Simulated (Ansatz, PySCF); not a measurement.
Molecule: C2H6B (charge 0, doublet). It need not be the lowest isomer of its formula. 
Coordinates optimised at B3LYP-D3(BJ)/def2-TZVP (Ansatz, a program for electronic structure):
```xyz
9

B      0.0493    -0.4822     0.2840
C      1.3753     0.1011    -0.2581
C     -1.3958     0.0481     0.1330
H      1.7134     0.8331     0.4908
H      2.1849    -0.6231    -0.3594
H      1.2611     0.6480    -1.2031
H     -1.5681     0.5938    -0.8038
H     -1.5408     0.7707     0.9500
H     -2.1740    -0.7066     0.2558
```
Charge 0, spin multiplicity 2.

Dipole moments at this geometry, in debye (magnitudes).

| level | program | dipole (D) |
|---|---|---|
| revPBE/def2-TZVPD | Ansatz | 1.08 |
| r2SCAN/def2-TZVPD | Ansatz | 1.05 |
| PBE0/def2-TZVPD | PySCF | 1.07 |
| BHLYP/def2-TZVPD | Ansatz | 0.98 |
| TPSSh/def2-TZVPD | PySCF | 1.04 |
| r2SCANh/def2-TZVPD | Ansatz | 1.04 |
| r2SCAN0/def2-TZVPD | Ansatz | 1.03 |
| HSE06/def2-TZVPD | Ansatz | ? |
| wB97X-V/def2-TZVPD | Ansatz | 1.12 |
| CCSD(T)/aug-cc-pVDZ | Ansatz | ? |

### Question
Some entries are withheld; supply them.

### Answer

- HSE06/def2-TZVPD, dipole (D): 1.07
- CCSD(T)/aug-cc-pVDZ, dipole (D): 1.01
